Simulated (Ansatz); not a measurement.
Geometry optimisation of `C[CH](C)[Sn][Cl]`.

```yaml
crystal:
  periodic: [false, false, false]
  atoms:
    - {symbol: C, position_ang: [-0.752746, 0.252994, 1.094202]}
    - {symbol: C, position_ang: [-0.189123, -0.624070, -0.026150]}
    - {symbol: C, position_ang: [1.284073, -0.328809, -0.323296]}
    - {symbol: Sn, position_ang: [-1.396628, -0.378384, -1.910283]}
    - {symbol: Cl, position_ang: [-0.915384, 1.997881, -2.051667]}
    - {symbol: H, position_ang: [-1.806774, 0.004004, 1.343869]}
    - {symbol: H, position_ang: [-0.721929, 1.327673, 0.817415]}
    - {symbol: H, position_ang: [-0.163806, 0.135181, 2.033300]}
    - {symbol: H, position_ang: [-0.305669, -1.699105, 0.245314]}
    - {symbol: H, position_ang: [1.915692, -0.473083, 0.583398]}
    - {symbol: H, position_ang: [1.704598, -0.989471, -1.112778]}
    - {symbol: H, position_ang: [1.424796, 0.720090, -0.659424]}
basis:
  gaussian: {orbitals: def2-TZVP}
hamiltonian: {xc: pbe0, dispersion: d4}
relax: {f_tol: 0.005, max_steps: 150}
```

```sh
$ ansatz run in.yaml --threads 8 --pin off --events-out ev --progress --plain --max-ram 18278MiB
```

Output, abridged:

```
Functional definition: PBE0
mean field -21574.29772408 eV, -792.8408177755 hartree, gradient 1.8e-5 eV, S^2 0.000000; 0 other end points of the search recorded, 0 dependent functions left out
relax step   1: F+E_penalty+E_count = -21574.57967678 eV  Δ(F+E_penalty+E_count) = +0.000e0 eV  max|allowed force component| = 5.292e-1 eV/Å  Δτ_max = 0.0000 Å  (31 SCF iters, accepted)
mean field -21574.34651456 eV, -792.8426107928 hartree, gradient 1.4e-5 eV, S^2 0.000000; 0 other end points of the search recorded, 0 dependent functions left out
relax step   2: F+E_penalty+E_count = -21574.63095589 eV  Δ(F+E_penalty+E_count) = -5.128e-2 eV  max|allowed force component| = 2.208e-1 eV/Å  Δτ_max = 0.0636 Å  (32 SCF iters, accepted)
mean field -21574.35261694 eV, -792.8428350511 hartree, gradient 1.4e-5 eV, S^2 0.000000; 0 other end points of the search recorded, 0 dependent functions left out
relax step   3: F+E_penalty+E_count = -21574.63691440 eV  Δ(F+E_penalty+E_count) = -5.959e-3 eV  max|allowed force component| = 8.538e-2 eV/Å  Δτ_max = 0.0446 Å  (32 SCF iters, accepted)
mean field -21574.35536391 eV, -792.8429360005 hartree, gradient 1.4e-5 eV, S^2 0.000000; 0 other end points of the search recorded, 0 dependent functions left out
relax step   4: F+E_penalty+E_count = -21574.63911326 eV  Δ(F+E_penalty+E_count) = -2.199e-3 eV  max|allowed force component| = 1.705e-2 eV/Å  Δτ_max = 0.0209 Å  (33 SCF iters, accepted)
mean field -21574.35535001 eV, -792.8429354897 hartree, gradient 1.4e-5 eV, S^2 0.000000; 0 other end points of the search recorded, 0 dependent functions left out
relax step   5: F+E_penalty+E_count = -21574.63915823 eV  Δ(F+E_penalty+E_count) = -4.497e-5 eV  max|allowed force component| = 6.875e-3 eV/Å  Δτ_max = 0.0025 Å  (34 SCF iters, accepted)
mean field -21574.35537273 eV, -792.8429363245 hartree, gradient 1.4e-5 eV, S^2 0.000000; 0 other end points of the search recorded, 0 dependent functions left out
relax step   6: F+E_penalty+E_count = -21574.63917910 eV  Δ(F+E_penalty+E_count) = -2.087e-5 eV  max|allowed force component| = 6.415e-3 eV/Å  Δτ_max = 0.0031 Å  (34 SCF iters, accepted)
mean field -21574.35544256 eV, -792.8429388907 hartree, gradient 1.5e-5 eV, S^2 0.000000; 0 other end points of the search recorded, 0 dependent functions left out
relax step   7: F+E_penalty+E_count = -21574.63923838 eV  Δ(F+E_penalty+E_count) = -5.929e-5 eV  max|allowed force component| = 1.281e-3 eV/Å  Δτ_max = 0.0130 Å  (33 SCF iters, accepted)
mean field -21574.35549231 eV, -792.8429407189 hartree, gradient 1.5e-5 eV, S^2 0.000000; 0 other end points of the search recorded, 0 dependent functions left out
relax step   8: F+E_penalty+E_count = -21574.63926288 eV  Δ(F+E_penalty+E_count) = -2.450e-5 eV  max|allowed force component| = 3.249e-3 eV/Å  Δτ_max = 0.0164 Å  (34 SCF iters, accepted)
mean field -21574.35549231 eV, -792.8429407189 hartree, gradient 1.4e-5 eV, S^2 0.000000; 1 other end points of the search recorded, 0 dependent functions left out
Total energy: -21574.63929822 eV, -792.8533703938 hartree
Atom 0 at    -0.741013     0.247295     1.089979 Å, force    -0.001112     0.000508    -0.001772 eV/Å
Atom 1 at    -0.193123    -0.615105    -0.037854 Å, force    -0.000792    -0.001546     0.002756 eV/Å
Atom 2 at     1.273106    -0.318136    -0.316693 Å, force     0.000708     0.001186    -0.001354 eV/Å
Atom 3 at    -1.400352    -0.367249    -1.867314 Å, force     0.001360     0.003249     0.000509 eV/Å
Atom 4 at    -0.911201     1.955395    -2.093945 Å, force    -0.000453    -0.002964     0.000124 eV/Å
Atom 5 at    -1.784427     0.016755     1.329991 Å, force     0.000165    -0.000370    -0.000664 eV/Å
Atom 6 at    -0.686101     1.309344     0.834880 Å, force     0.000253    -0.000054     0.001150 eV/Å
Atom 7 at    -0.162930     0.101885     2.011134 Å, force     0.000838    -0.000327    -0.000702 eV/Å
Atom 8 at    -0.303706    -1.674024     0.229282 Å, force    -0.000098     0.000604    -0.000411 eV/Å
Atom 9 at     1.882526    -0.474603     0.582178 Å, force    -0.000277     0.000280     0.000200 eV/Å
Atom 10 at     1.692750    -0.957909    -1.100342 Å, force    -0.000554    -0.000199     0.000330 eV/Å
Atom 11 at     1.411569     0.721255    -0.627397 Å, force    -0.000038    -0.000368    -0.000166 eV/Å
Dipole moment:    -0.043481    -0.573983     0.167048 e Å
```

Hardware: 8 threads of an Arm Neoverse V1 on a shared host. Wall time 25 s, peak host memory 0.72 GiB.
